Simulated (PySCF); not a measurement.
Spectrum to structure. Theory: TDDFT B3LYP/def2-SVPD, vertical, gas phase, core orbitals frozen in the response (PySCF). Geometries: GFN2-xTB, one conformer each.

```csv
state,E (eV),λ (nm),f
S1,5.26,235.7,0.0028
S2,6.52,190.2,0.136
S3,6.67,185.8,0.0077
S4,6.87,180.4,0.076
S5,7.06,175.6,0.0013
S6,7.29,170.1,0.0051
S7,7.53,164.7,0.018
S8,7.95,156.0,0.019
```

Orbital energies (eV): HOMO-3 -9.79, HOMO-2 -8.81, HOMO-1 -8.18, HOMO -7.85, LUMO -1.30, LUMO+1 0.17, LUMO+2 0.20.

Question: Which structure fits? All have the formula C4H4F3N3.
A. `CN1N=NC=C1C(F)(F)F`
B. `CN1C=C(C(F)(F)F)N=N1`
C. `Cn1ncc(C(F)(F)F)n1`

Answer: A. Its S1, at 5.26 eV, is the lowest among the candidates; the nearest of the others has S1 at 5.59 eV. S1 is HOMO→LUMO (99%). Löwdin shares by element: HOMO nitrogen 85%, carbon 10% or more; LUMO nitrogen 42% or more, carbon 29% or more (atoms not listed hold the other 30%). At the same level the other candidates give, for their lowest levels:
- `Cn1ncc(C(F)(F)F)n1`: 6.15 eV (f 0.000); 6.49 eV (f 0.173); 7.20 eV (f 0.013); 7.26 eV (f 0.014); 7.47 eV (f 0.000); T1 4.96 eV; HOMO -8.20, LUMO -1.14 eV
- `Cn1cc(C(F)(F)F)nn1`: 5.59 eV (f 0.003); 6.40 eV (f 0.007); 6.63 eV (f 0.084); 7.02 eV (f 0.007); 7.16 eV (f 0.017); T1 4.78 eV; HOMO -7.94, LUMO -1.05 eV

Shape of the structure used: `[CH3:1][n:2]1[n:3][n:4][cH:5][c:6]1[C:7]([F:8])([F:9])[F:10]`: C5–C6–C7–F8 0°.
Triplets come from the Tamm–Dancoff approximation.
